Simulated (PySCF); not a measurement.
These are r2SCAN-D4/def2-TZVP // r2SCAN-D4/def2-SVP (PySCF) values and carry that method's errors. All species are isolated molecules in the gas phase. One relaxed conformer stands for a flexible species; it need not be the lowest. Excitations are Tamm–Dancoff values on a coarser integration grid. The basis has no diffuse functions, so Rydberg states are missing or too high.

Reference species (SMILES): `Bc1cc2cccc(C#N)c2s1` (neutral, multiplicity 1).

| Property | Value |
|---|---|
| HOMO | -6.37 eV |
| T1 excitation (TDA) | 2.40 eV |
| S1 oscillator strength | 0.056 |

After one change: the HOMO falls by 0.03 eV; the T1 excitation (TDA) rises by 0.27 eV; the S1 oscillator strength rises by 0.051.

**Question.** Which change was made? The new species is one of these.
A) `Bc1cc2ccc(C#N)cc2s1`
B) `Bc1cc(C#N)c2ccsc2c1`
C) `Bc1c(C#N)sc2ccccc12`
D) `Bc1cc2c(C#N)cccc2s1`

**Answer.** B, `Bc1cc(C#N)c2ccsc2c1`
